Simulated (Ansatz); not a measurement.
CsF (SMILES [F][Cs]), singlet, at a GFN2-xTB geometry (such geometries of metal compounds can be far from the true shape) (core potentials on Cs); Ansatz (an electronic-structure program) with BLYP/def2-SVP.

The Ansatz input:
Ansatz 0.2 input:
```yaml
crystal:
  periodic: [false, false, false]
  atoms:
    - {symbol: Cs, position_ang: [-0.00000000, -0.00000000, -0.32413647]}
    - {symbol: F, position_ang: [0.00000000, 0.00000000, 1.98083399]}
basis:
  gaussian:
    orbitals: def2-SVP
hamiltonian:
  xc: blyp
```

Output, abridged:

```
Functional definition: BLYP
402 factors; their error is unknown
mean field evaluation 1: about -3258.1528 eV, gradient 5.2e1 eV
mean field evaluation 2: about -2928.6897 eV, gradient 1.7e2 eV
mean field evaluation 4: about -3261.1340 eV, gradient 3.3e1 eV
mean field evaluation 8: about -3263.0255 eV, gradient 7.5e-2 eV
mean field -3263.02548524 eV, -119.9139748244 hartree, gradient 1.4e-5 eV, S^2 0.000000; 0 other end points of the search recorded, 0 dependent functions left out
reference -3263.02574242 eV, -119.9139842757 hartree; 9, 9 occupied and 29, 29 virtual orbitals, 402 factors
Total energy: -3263.02574242 eV, -119.9139842757 hartree
```
